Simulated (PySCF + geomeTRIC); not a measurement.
Computed with BP86-D3(BJ)/def2-SVP (PySCF + geomeTRIC). fastk is a local helper that only speeds up exchange builds. No frequencies were computed at this level.

```python
import json, numpy as np
from pyscf import gto, dft
from fastk import lowrank_exchange
atoms = """
Mo     0.527557     0.150811    -0.181897
O      1.887395     1.069709    -0.485498
O      1.193129    -1.482781     0.127460
C      1.919059    -2.198549     1.068936
H      2.990094    -2.136182     0.834081
H      1.612011    -3.253704     1.077515
H      1.743928    -1.758991     2.065236
O     -0.811508     1.328807    -0.340911
C     -1.493571     2.073510    -1.292921
H     -1.014392     3.055170    -1.405767
H     -2.542620     2.215234    -0.998214
H     -1.453923     1.541686    -2.258325
O      0.323298     0.299979     1.591449
C     -0.027272     1.222336     2.567364
H     -0.487905     0.720770     3.429871
H     -0.743330     1.942702     2.137903
H      0.868185     1.764276     2.900549
O      0.069355    -0.446357    -1.806724
C      0.495150    -1.318645    -2.798478
H      1.172126    -0.793058    -3.485389
H     -0.360349    -1.712497    -3.364732
H      1.039089    -2.155551    -2.329210
"""
def scf(charge, spin, dm0=None):
    mol = gto.M(atom=atoms, basis='def2-svp', ecp={'Mo': 'def2-svp'}, charge=charge, spin=spin, verbose=3, max_memory=10080)
    mf = dft.KS(mol, xc='bp86').density_fit(auxbasis="def2-universal-jkfit")
    mf.disp = 'd3bj'
    mf.grids.level = 3
    mf.conv_tol = 1e-8
    mf.max_cycle = 120
    mf.level_shift = 0.25
    mf.kernel(dm0)
    if not mf.converged:
        mf = mf.newton().run(mf.mo_coeff, mf.mo_occ).undo_soscf()
    return mf
mf = scf(0, 0)
from pyscf.geomopt.geometric_solver import kernel as optimize
path = []
done, mol = optimize(mf, maxsteps=120, assert_convergence=False, callback=lambda env: path.append((env["energy"], bool(env["g_scanner"].converged))))
res = dict(converged=bool(done and path[-1][1]), energy=path[-1][0], path=[e for e, c in path], xyz=mol.atom_coords(unit="Angstrom").tolist(), nao=mol.nao)
json.dump(res, open("result.json", "w"))
```

Output:

```
converged SCF energy = -603.815811938808
Geometry optimization cycle 1
converged SCF energy = -603.815811938665
cycle 1: E = -603.815811939  dE = -603.816  norm(grad) = 0.165058
Geometry optimization cycle 2
converged SCF energy = -603.849278259264
cycle 2: E = -603.849278259  dE = -0.0334663  norm(grad) = 0.0346892
Geometry optimization cycle 3
converged SCF energy = -603.851165962047
cycle 3: E = -603.851165962  dE = -0.0018877  norm(grad) = 0.0145967
Geometry optimization cycle 4
converged SCF energy = -603.853183707128
cycle 4: E = -603.853183707  dE = -0.00201775  norm(grad) = 0.0179187
Geometry optimization cycle 5
converged SCF energy = -603.853677637883
cycle 5: E = -603.853677638  dE = -0.000493931  norm(grad) = 0.0114391
Geometry optimization cycle 6
converged SCF energy = -603.854095853736
cycle 6: E = -603.854095854  dE = -0.000418216  norm(grad) = 0.00618888
Geometry optimization cycle 7
converged SCF energy = -603.854402832808
cycle 7: E = -603.854402833  dE = -0.000306979  norm(grad) = 0.00986736
Geometry optimization cycle 8
converged SCF energy = -603.854847765544
cycle 8: E = -603.854847766  dE = -0.000444933  norm(grad) = 0.0142965
Geometry optimization cycle 9
converged SCF energy = -603.855059445575
cycle 9: E = -603.855059446  dE = -0.00021168  norm(grad) = 0.00957847
Geometry optimization cycle 10
converged SCF energy = -603.855199680344
cycle 10: E = -603.85519968  dE = -0.000140235  norm(grad) = 0.00183301
Geometry optimization cycle 11
converged SCF energy = -603.855207453075
cycle 11: E = -603.855207453  dE = -7.77273e-06  norm(grad) = 0.00106303
Geometry optimization cycle 12
converged SCF energy = -603.855206796172
cycle 12: E = -603.855206796  dE = 6.56903e-07  norm(grad) = 0.00133374
Geometry optimization cycle 13
converged SCF energy = -603.855202702927
cycle 13: E = -603.855202703  dE = 4.09324e-06  norm(grad) = 0.00146107
Geometry optimization cycle 14
converged SCF energy = -603.855201604102
cycle 14: E = -603.855201604  dE = 1.09883e-06  norm(grad) = 0.00102914
Geometry optimization cycle 15
converged SCF energy = -603.855204266334
cycle 15: E = -603.855204266  dE = -2.66223e-06  norm(grad) = 0.000663119
Geometry optimization cycle 16
converged SCF energy = -603.855205927983
cycle 16: E = -603.855205928  dE = -1.66165e-06  norm(grad) = 0.000801634
Geometry optimization cycle 17
converged SCF energy = -603.855206739747
cycle 17: E = -603.85520674  dE = -8.11763e-07  norm(grad) = 0.000635681
<class 'geometric.internal.Distance'> : 21
<class 'geometric.internal.Angle'> : 36
<class 'geometric.internal.OutOfPlane'> : 2
<class 'geometric.internal.Dihedral'> : 28
<class 'geometric.internal.TranslationX'> : 1
<class 'geometric.internal.TranslationY'> : 1
<class 'geometric.internal.TranslationZ'> : 1
<class 'geometric.internal.RotationA'> : 1
<class 'geometric.internal.RotationB'> : 1
<class 'geometric.internal.RotationC'> : 1
Step    0 : Gradient = 3.519e-02/7.500e-02 (rms/max) Energy = -603.8158119387
Step    1 : Displace = 1.013e-01/1.204e-01 (rms/max) Trust = 1.000e-01 (=) Grad = 7.396e-03/2.368e-02 (rms/max) E (change) = -603.8492782593 (-3.347e-02) Quality = 0.687
Step    2 : Displace = 2.016e-02/2.938e-02 (rms/max) Trust = 1.000e-01 (=) Grad = 3.112e-03/8.056e-03 (rms/max) E (change) = -603.8511659620 (-1.888e-03) Quality = 1.512
Step    3 : Displace = 6.360e-02/9.976e-02 (rms/max) Trust = 1.414e-01 (+) Grad = 3.820e-03/8.527e-03 (rms/max) E (change) = -603.8531837071 (-2.018e-03) Quality = 1.188
Step    4 : Displace = 2.495e-02/3.389e-02 (rms/max) Trust = 2.000e-01 (+) Grad = 2.439e-03/4.176e-03 (rms/max) E (change) = -603.8536776379 (-4.939e-04) Quality = 1.419
Step    5 : Displace = 2.856e-02/4.321e-02 (rms/max) Trust = 2.828e-01 (+) Grad = 1.319e-03/3.409e-03 (rms/max) E (change) = -603.8540958537 (-4.182e-04) Quality = 1.373
Step    6 : Displace = 3.418e-02/4.983e-02 (rms/max) Trust = 3.000e-01 (+) Grad = 2.104e-03/4.312e-03 (rms/max) E (change) = -603.8544028328 (-3.070e-04) Quality = 1.676
Step    7 : Displace = 8.123e-02/1.177e-01 (rms/max) Trust = 3.000e-01 (=) Grad = 3.048e-03/5.301e-03 (rms/max) E (change) = -603.8548477655 (-4.449e-04) Quality = 1.251
Step    8 : Displace = 2.741e-02/4.046e-02 (rms/max) Trust = 3.000e-01 (=) Grad = 2.042e-03/3.812e-03 (rms/max) E (change) = -603.8550594456 (-2.117e-04) Quality = 1.565
Step    9 : Displace = 2.870e-02/4.421e-02 (rms/max) Trust = 3.000e-01 (=) Grad = 3.908e-04/1.182e-03 (rms/max) E (change) = -603.8551996803 (-1.402e-04) Quality = 0.992
Step   10 : Displace = 8.512e-03/1.445e-02 (rms/max) Trust = 3.000e-01 (=) Grad = 2.266e-04/5.929e-04 (rms/max) E (change) = -603.8552074531 (-7.773e-06) Quality = 0.882
Step   11 : Displace = 1.112e-02/1.941e-02 (rms/max) Trust = 3.000e-01 (=) Grad = 2.844e-04/4.617e-04 (rms/max) E (change) = -603.8552067962 (+6.569e-07) Quality = -0.053
Step   12 : Displace = 5.422e-03/9.445e-03 (rms/max) Trust = 5.560e-03 (-) Grad = 3.115e-04/7.085e-04 (rms/max) E (change) = -603.8552027029 (+4.093e-06) Quality = -0.585
Step   13 : Displace = 2.890e-03/5.162e-03 (rms/max) Trust = 2.711e-03 (-) Grad = 2.194e-04/6.321e-04 (rms/max) E (change) = -603.8552016041 (+1.099e-06) Quality = -0.086
Step   14 : Displace = 1.455e-03/2.690e-03 (rms/max) Trust = 1.356e-03 (-) Grad = 1.414e-04/2.643e-04 (rms/max) E (change) = -603.8552042663 (-2.662e-06) Quality = 0.295
Step   15 : Displace = 1.352e-03/2.122e-03 (rms/max) Trust = 1.356e-03 (=) Grad = 1.709e-04/4.095e-04 (rms/max) E (change) = -603.8552059280 (-1.662e-06) Quality = 0.204
Step   16 : Displace = 6.475e-04/9.820e-04 (rms/max) Trust = 6.762e-04 (-) Grad = 1.355e-04/3.666e-04 (rms/max) E (change) = -603.8552067397 (-8.118e-07) Quality = 0.248
Converged! =D
```

Cost: roughly 28 core-minutes.
